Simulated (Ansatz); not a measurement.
## [GeH5]− (SMILES [H][Ge-]([H])([H])([H])[H]): methods side by side

The species is [GeH5]− (6 atoms), meant as a singlet with charge -1. SMILES: `[H][Ge-]([H])([H])([H])[H]`. Geometry: a GFN2-xTB relaxation, a rough one for these elements and not checked as a minimum.

```xyz
6

Ge    0.0002   -0.0010    0.0066
H    -0.0235   -0.0057    1.7687
H     0.0220    0.0095   -1.7749
H     1.5149    0.0110    0.0157
H    -0.7670    1.3041    0.0001
H    -0.7465   -1.3178   -0.0161
```

Each level gives the energy change with the Ge1–H6 bond stretched from 1.514 to 3.785 Å (eV). The values are calculated.

```
                        level                    kind  program  value (eV)  less FCI/STO-3G
    SVWN5/STO-3G (restricted)                     LDA   Ansatz        4.07            -0.05
      PBE/STO-3G (restricted)                     GGA   Ansatz        3.86            -0.26
   revPBE/STO-3G (restricted)                     GGA   Ansatz        3.76            -0.36
   r2SCAN/STO-3G (restricted)                meta-GGA   Ansatz        4.31            +0.19
    BHLYP/STO-3G (restricted)           global hybrid   Ansatz        5.73            +1.61
CAM-B3LYP/STO-3G (restricted)  range-separated hybrid   Ansatz        5.34            +1.22
    wB97X/STO-3G (restricted)  range-separated hybrid   Ansatz        5.62            +1.50
      MP2/STO-3G (restricted)     perturbation theory   Ansatz        5.44            +1.32
    CCSDT/STO-3G (restricted)   coupled cluster or CI   Ansatz        4.09            -0.03
                   FCI/STO-3G      exact in the basis   Ansatz        4.12             0.00
```

FCI/STO-3G is exact within its basis and frozen core, so for wave-function methods in that basis the difference is their error; functionals converge differently with the basis, so for them it is only a difference. All-electron rows without a relativistic Hamiltonian named are non-relativistic. Sets without diffuse functions describe the anion poorly. The first shape isn't each level's own minimum. The values span 3.76 to 5.73 eV. All rows use very small basis sets, so none should be taken for the real molecule's value. In the correlated wave-function rows the outer d shell of Ge is correlated, in sets not made for it.
